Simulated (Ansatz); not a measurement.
Consider the atomization: `[AlH2][C@H]1[SiH2][Si@@H]1S` → Al• + C• + 7 H• + S• + 2 Si•.

Computed with Ansatz on PBE0-D4/def2-TZVP structures; ΔE is electronic, products minus reactants. CBS: MP2 limit from def2 TZ/QZ plus the TZ coupled-cluster correction, frozen cores. This one scheme is used for every species, atoms too. DFT in def2-TZVPP. B3LYP here is the variant with VWN-RPA as its local correlation; programs differ in this. Open shells (•) are unrestricted, without spin–orbit coupling. Spin–orbit coupling would lower the free atoms: a little for Al, C, S, Si. One conformer a species, not always the lowest.

`[AlH2][C@H]1[SiH2][Si@@H]1S`:

```xyz
12

Al   -0.712    1.605   -1.346
C    -0.261    0.595    0.229
Si   -1.028   -1.133    0.442
Si    1.092   -0.690   -0.076
S     2.708   -0.862    1.302
H    -0.888    3.179   -1.266
H    -0.882    0.831   -2.722
H    -0.192    1.236    1.110
H    -1.317   -1.504    1.850
H    -2.133   -1.522   -0.468
H     1.696   -0.710   -1.429
H     1.917   -1.024    2.375
```

(1) What is ΔE at CCSD(T)/CBS? (Estimate.)

(2) What do these levels give: PBE0-D4, B3LYP-D4, ωB97X-V, HF/def2-TZVPP, SCS-MP2/def2-QZVPP, HF/CBS(def2)? (Best estimate.)

Largest T1 diagnostic among the species: 0.018.

Results:

(1) Computed: +3681.3 kJ/mol.

(2) Ansatz gave: PBE0-D4 3662.1, B3LYP-D4 3654.0, ωB97X-V 3711.7, HF/def2-TZVPP 2700.0, SCS-MP2/def2-QZVPP 3668.8, HF/CBS(def2) 2707.1 kJ/mol.

In def2-TZVPP, CCSD(T) changes the Hartree–Fock value by +873.0 kJ/mol (the triples alone add +54.9 kJ/mol) and MP2 by +893.1 kJ/mol; breaking electron pairs costs correlation energy, which Hartree–Fock lacks. From PBE to PBE0 (25 % exact exchange), in def2-TZVPP and without D4, ΔE moves by −16.5 kJ/mol: exact exchange takes away binding that semilocal exchange gives to molecules.

For atomizations the MP2-based limit and the directly extrapolated one differ by several kJ/mol either way, and by 10 to 25 for some Ge, Se and Sn compounds, so smaller differences from it don't rank the levels.
